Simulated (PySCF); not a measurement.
**WO2F: from structure and modes to constants**

Computed with UPBE0/[W def2-TZVP with ECP60, O def2-TZVP, F def2-TZVP], scalar-relativistic core potentials, density fitting, no spin–orbit coupling, PySCF.

The doublet minimum has Cs symmetry. Masses (u): W 183.95093, O 15.99492, F 18.99840.

```xyz
4
charge 0 multiplicity 2, angstrom
W     0.0000    0.0755   -0.0251
O     1.3917   -0.2689   -0.9363
O    -1.3917   -0.2689   -0.9363
F     0.0000   -0.2372    1.8152
```

Harmonic wavenumbers (cm⁻¹): 123.4 (a', ×1), 209.0 (a'', ×1), 337.1 (a', ×1), 691.2 (a', ×1), 1012.9 (a'', ×1), 1064.7 (a', ×1).

(1) Find the principal moments of inertia and the rotational constants. What kind of rotor is it?

(2) What is the harmonic zero-point energy?

(3) Find the vibrational entropy and heat capacity at 298.15 K.

(4) Give the standard entropy (298.15 K, 1 bar) by its translational, rotational, vibrational and spin parts, and Cp.

Results:

(1) About the centre of mass I = 66.385, 95.183, 152.72 u Å². With B = 16.8576/I this gives 0.2539, 0.1771, 0.1104 cm⁻¹. The molecule is an asymmetric top with κ = -0.07.

(2) Half the sum of all 6 wavenumbers, 3438/2 = 1719 cm⁻¹, which is 20.6 kJ/mol (1 cm⁻¹ = 0.0119627 kJ/mol).

(3) With u = 1.43878 ω/T, each mode gives S = R[u/(eᵘ−1) − ln(1−e⁻ᵘ)] and C = R u² eᵘ/(eᵘ−1)².
| ω (cm⁻¹) | u | S (J/(mol K)) | C (J/(mol K)) |
| --- | --- | --- | --- |
| 123.4 | 0.596 | 12.74 | 8.07 |
| 209.0 | 1.008 | 8.59 | 7.64 |
| 337.1 | 1.627 | 5.13 | 6.70 |
| 691.2 | 3.335 | 1.33 | 3.54 |
| 1012.9 | 4.888 | 0.37 | 1.52 |
| 1064.7 | 5.138 | 0.30 | 1.30 |
The sums over all modes are S = 28.5 and C = 28.8 J/(mol K); the softest mode gives 45 % of the entropy.

(4) Sackur–Tetrode with M = 234.94 u gives 176.9; rotation with symmetry number 1 gives 105.8; vibration 28.5; spin R ln 2 = 5.8. The total is 317.0 J/(mol K), and Cp = 4 R + 28.8 = 62.0 J/(mol K).

Other isomers or separated fragments may lie lower. Open d and f shells are described by one determinant, and the ground state may have another occupation or spin. With an element this heavy the missing spin–orbit coupling can shift these numbers.
